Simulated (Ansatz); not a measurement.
The cluster As5P4⁻. Total charge -1; singlet. Geometry PBE-D4/def2-SVP.

Cartesian coordinates in Å:
```
P -0.8424 2.0835 1.0288
P -2.2542 0.4380 0.4517
P 1.2632 1.2585 0.6953
P -1.4243 1.7468 -1.1532
As 0.7996 0.9024 -1.5858
As -0.9490 -1.6054 0.5002
As 2.0223 -2.3730 -0.0333
As 1.0753 -0.9023 1.6972
As 0.3095 -1.5485 -1.6009
```

B3LYP takes the VWN-RPA correlation. The structure comes from a short search, and lower isomers may exist.

(1) Estimate the orbital energies around the gap (eV) in Ansatz with PBE-D4/def2-SVPD, PBE-D4/def2-TZVPD, r2SCANh-D4/def2-TZVPD, B3LYP-D4/def2-TZVPD, PBE0-D4/def2-SVPD.

Answers

(1) 
```tsv
orbital	PBE-D4/def2-SVPD	PBE-D4/def2-TZVPD	r2SCANh-D4/def2-TZVPD	B3LYP-D4/def2-TZVPD	PBE0-D4/def2-SVPD
HOMO−5	-2.51	-2.55	-3.13	-3.25	-3.47
HOMO−4	-2.28	-2.33	-2.94	-3.06	-3.25
HOMO−3	-2.09	-2.14	-2.70	-2.84	-3.04
HOMO−2	-2.06	-2.11	-2.66	-2.76	-2.95
HOMO−1	-1.67	-1.73	-2.28	-2.41	-2.57
HOMO	-0.65	-0.74	-1.18	-1.29	-1.43
LUMO	0.81	0.71	1.00	1.26	1.45
LUMO+1	0.89	0.78	1.12	1.33	1.56
LUMO+2	1.22	1.12	1.43	1.67	1.89
LUMO+3	1.26	1.16	1.52	1.72	1.94
LUMO+4	1.91	1.79	2.14	2.30	2.56
LUMO+5	2.02	1.89	2.32	2.40	2.72
```
